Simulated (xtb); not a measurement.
xtb input for TiF3, SMILES [F][Ti]([F])[F] (connectivity only; charge and spin as stated), neutral, multiplicity 2, GFN2-xTB. 

```
$ xtb mol.xyz --gfn 2 --sp --chrg 0 --uhf 1 --json
$ cat mol.xyz
4

Ti     0.00000000    -0.00000000    -0.00000000
F     -1.69322453    -0.00000000    -0.00000000
F      0.84661227     1.46637546     0.00000000
F      0.84661226    -1.46637546     0.00000000
```

It prints:

```
[banner left out]
          |                Calculation Setup                |
           -------------------------------------------------



           -------------------------------------------------
          |                 G F N 2 - x T B                 |
           -------------------------------------------------

        Reference                      10.1021/acs.jctc.8b01176
      * Hamiltonian:
        H0-scaling (s, p, d)           1.850000    2.230000    2.230000
        zeta-weighting                 0.500000
      * Dispersion:
        s8                             2.700000
        a1                             0.520000
        a2                             5.000000
        s9                             5.000000
      * Repulsion:
        kExp                           1.500000    1.000000
        rExp                           1.000000
      * Coulomb:
        alpha                          2.000000
        third order                    shell-resolved
        anisotropic                    true
        a3                             3.000000
        a5                             4.000000
        cn-shift                       1.200000
        cn-exp                         4.000000
        max-rad                        5.000000


          ...................................................
          :                      SETUP                      :
          :.................................................:
          :  # basis functions                  22          :
          :  # atomic orbitals                  21          :
          :  # shells                            9          :
          :  # electrons                        25          :
          :  max. iterations                   250          :
          :  Hamiltonian                  GFN2-xTB          :
          :  restarted?                      false          :
          :  GBSA solvation                  false          :
          :  PC potential                    false          :
          :  electronic temp.          300.0000000     K    :
          :  accuracy                    1.0000000          :
          :  -> integral cutoff          0.2500000E+02      :
          :  -> integral neglect         0.1000000E-07      :
          :  -> SCF convergence          0.1000000E-05 Eh   :
          :  -> wf. convergence          0.1000000E-03 e    :
          :  Broyden damping             0.4000000          :
          :  net charge                          0          :
          :  unpaired electrons                  1          :
          ...................................................

 iter      E             dE          RMSdq      gap      omega  full diag
   1    -16.0175697 -0.160176E+02  0.108E+01    1.48       0.0  T
   2    -16.0542616 -0.366920E-01  0.463E+00    1.40       1.0  T
   3    -16.0548378 -0.576153E-03  0.167E+00    1.41       1.0  T
   4    -16.0548636 -0.258451E-04  0.285E-01    1.43       1.0  T
   5    -16.0548648 -0.115525E-05  0.111E-01    1.43       1.0  T
   6    -16.0548745 -0.970697E-05  0.644E-02    1.43       1.0  T
   7    -16.0548756 -0.117064E-05  0.836E-03    1.43       6.0  T
   8    -16.0548756 -0.247100E-08  0.148E-03    1.43      33.7  T
   9    -16.0548756 -0.529667E-09  0.221E-04    1.43     226.3  T
  10    -16.0548756 -0.945022E-11  0.111E-04    1.43     448.5  T

   *** convergence criteria satisfied after 10 iterations ***

         #    Occupation            Energy/Eh            Energy/eV
      -------------------------------------------------------------
         1        2.0000           -0.8888119             -24.1858
       ...           ...                  ...                  ...
         7        2.0000           -0.5334201             -14.5151
         8        2.0000           -0.5270352             -14.3414
         9        2.0000           -0.5270352             -14.3414
        10        2.0000           -0.5262799             -14.3208
        11        2.0000           -0.5262799             -14.3208
        12        2.0000           -0.5234495             -14.2438
        13        1.0000           -0.3608153              -9.8183 (HOMO)
        14                         -0.3084215              -8.3926 (LUMO)
        15                         -0.3084215              -8.3926
        16                         -0.2380210              -6.4769
        17                         -0.2380210              -6.4769
        18                         -0.0736076              -2.0030
       ...                                ...                  ...
        21                          0.4634997              12.6125
      -------------------------------------------------------------
                  HL-Gap            0.0523937 Eh            1.4257 eV
             Fermi-level           -0.3885338 Eh          -10.5725 eV

 SCC (total)                   0 d,  0 h,  0 min,  0.007 sec
 SCC setup                      ...        0 min,  0.000 sec (  0.965%)
 Dispersion                     ...        0 min,  0.000 sec (  0.278%)
 classical contributions        ...        0 min,  0.000 sec (  0.162%)
 integral evaluation            ...        0 min,  0.001 sec (  7.536%)
 iterations                     ...        0 min,  0.006 sec ( 78.304%)
 molecular gradient             ...        0 min,  0.001 sec ( 11.132%)
 printout                       ...        0 min,  0.000 sec (  1.486%)

         :::::::::::::::::::::::::::::::::::::::::::::::::::::
         ::                     SUMMARY                     ::
         :::::::::::::::::::::::::::::::::::::::::::::::::::::
         :: total energy             -16.014160779602 Eh    ::
         :: gradient norm              0.000068128256 Eh/a0 ::
         :: HOMO-LUMO gap              1.425706431557 eV    ::
         ::.................................................::
         :: SCC energy               -16.054875535972 Eh    ::
         :: -> isotropic ES            0.063785219060 Eh    ::
         :: -> anisotropic ES          0.001102425809 Eh    ::
         :: -> anisotropic XC          0.000575159932 Eh    ::
         :: -> dispersion             -0.001408461419 Eh    ::
         :: repulsion energy           0.040714756370 Eh    ::
         :: add. restraining           0.000000000000 Eh    ::
         :: total charge              -0.000000000001 e     ::
         :::::::::::::::::::::::::::::::::::::::::::::::::::::

           -------------------------------------------------
          |                Property Printout                |
           -------------------------------------------------

    * Orbital Energies and Occupations

         #    Occupation            Energy/Eh            Energy/eV
      -------------------------------------------------------------
         1        2.0000           -0.8888119             -24.1858
         2        2.0000           -0.8490035             -23.1026
         3        2.0000           -0.8490035             -23.1026
         4        2.0000           -0.5569159             -15.1545
         5        2.0000           -0.5467969             -14.8791
         6        2.0000           -0.5334201             -14.5151
         7        2.0000           -0.5334201             -14.5151
         8        2.0000           -0.5270352             -14.3414
         9        2.0000           -0.5270352             -14.3414
        10        2.0000           -0.5262799             -14.3208
        11        2.0000           -0.5262799             -14.3208
        12        2.0000           -0.5234495             -14.2438
        13        1.0000           -0.3608153              -9.8183 (HOMO)
        14                         -0.3084215              -8.3926 (LUMO)
Note: The following floating-point exceptions are signalling: IEEE_DENORMAL
normal termination of xtb
        15                         -0.3084215              -8.3926
        16                         -0.2380210              -6.4769
        17                         -0.2380210              -6.4769
        18                         -0.0736076              -2.0030
        19                          0.1892990               5.1511
        20                          0.4634997              12.6125
        21                          0.4634997              12.6125
      -------------------------------------------------------------
                  HL-Gap            0.0523937 Eh            1.4257 eV
             Fermi-level           -0.3885338 Eh          -10.5725 eV

     #   Z          covCN         q      C6AA      α(0)
     1  22 Ti       1.993     1.127   199.643    34.595
     2   9 F        0.664    -0.376    13.239     4.295
     3   9 F        0.664    -0.376    13.239     4.295
     4   9 F        0.664    -0.376    13.239     4.295

 Mol. C6AA /au·bohr⁶  :        577.544543
 Mol. C8AA /au·bohr⁸  :      37376.319585
 Mol. α(0) /au        :         47.479375


Wiberg/Mayer (AO) data.
largest (>0.10) Wiberg bond orders for each atom

 ---------------------------------------------------------------------------
     #   Z sym  total        # sym  WBO       # sym  WBO       # sym  WBO
 ---------------------------------------------------------------------------
     1  22 Ti   3.023 --     4 F    1.008     2 F    1.008     3 F    1.008
     2   9 F    1.085 --     1 Ti   1.008
     3   9 F    1.085 --     1 Ti   1.008
     4   9 F    1.085 --     1 Ti   1.008
 ---------------------------------------------------------------------------

Topologies differ in total number of bonds
Writing topology from bond orders to xtbtopo.mol

molecular dipole:
                 x           y           z       tot (Debye)
 q only:       -0.000      -0.000       0.000
   full:       -0.000      -0.000       0.000       0.000
molecular quadrupole (traceless):
                xx          xy          yy          xz          yz          zz
 q only:       -2.884      -0.000      -2.884       0.000       0.000       5.767
  q+dip:       -3.066      -0.000      -3.066       0.000      -0.000       6.131
   full:       -3.574      -0.000      -3.574       0.000       0.000       7.149


           -------------------------------------------------
          | TOTAL ENERGY              -16.014160779602 Eh   |
          | GRADIENT NORM               0.000068128256 Eh/α |
          | HOMO-LUMO GAP               1.425706431557 eV   |
           -------------------------------------------------

------------------------------------------------------------------------
------------------------------------------------------------------------
 total:
 SCF:
```

Self-consistency was reached.

Cost: about 0.03 core-seconds (a rough figure).
